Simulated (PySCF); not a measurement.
# Vertical excitation energies

Species: C₄H₈FNSi₂.
SMILES with atom numbers: `[N:1]#[C:2][Si@@H:3]1[SiH2:4][CH2:5][CH2:6][C@H:7]1[F:8]` (hydrogens: H9 on Si3; H10, H11 on Si4; H12, H13 on C5; H14, H15 on C6; H16 on C7)

Computed, not measured: PySCF 2.14.0, density-fitted response routines, TDDFT wB97X-D/def2-SVPD, vertical, gas phase, core orbitals frozen in the response. The structure is a single PBE0-D3(BJ)/def2-SVP conformer in the gas phase; no vibrational or solvent corrections.

```
state  E (eV)  E (kJ/mol)  λ (nm)       f  main configurations (H = HOMO, L = LUMO)
   S1    6.13         592   202.2  0.0096                    H→L (51%), H→L+1 (38%)
   S2    6.42         620   193.0   0.088       H→L+1 (38%), H→L (31%), H→L+2 (14%)
   S3    6.96         672   178.1   0.135                  H→L+2 (60%), H→L+1 (10%)
   S4    7.06         681   175.6   0.028   H-1→L+1 (27%), H-1→L (15%), H-5→L (12%)
   S5    7.34         708   169.0  0.0095   H→L+4 (23%), H-6→L (23%), H-1→L+1 (11%)
   S6    7.47         721   166.0   0.138                H-1→L (32%), H-1→L+1 (20%)
```

The lowest singlet comes at 202 nm (592 kJ/mol) in the ultraviolet; it is weak; its leading configuration is HOMO→LUMO (51%). The largest oscillator strength of a single state is 0.138. Löwdin shares by element: HOMO silicon 46%, carbon 22% or more (atoms not listed hold the other 32%); LUMO silicon 36%, carbon 20% or more, nitrogen 19% (atoms not listed hold the other 25%). Of the 6 states listed, 4 reach f = 0.01 and none stays under 0.0005. Orbital energies (eV): HOMO-3 -11.78, HOMO-2 -11.20, HOMO-1 -11.01, HOMO -9.85, LUMO 0.85, LUMO+1 0.94, LUMO+2 1.35. The oscillator strengths of these states sum to 0.408; summed over the whole spectrum of an exact calculation they would give the number of electrons, 76 (Thomas–Reiche–Kuhn). Singlets were solved by full linear response.

Rough CPU time on one thread of a shared machine: about 90 s.
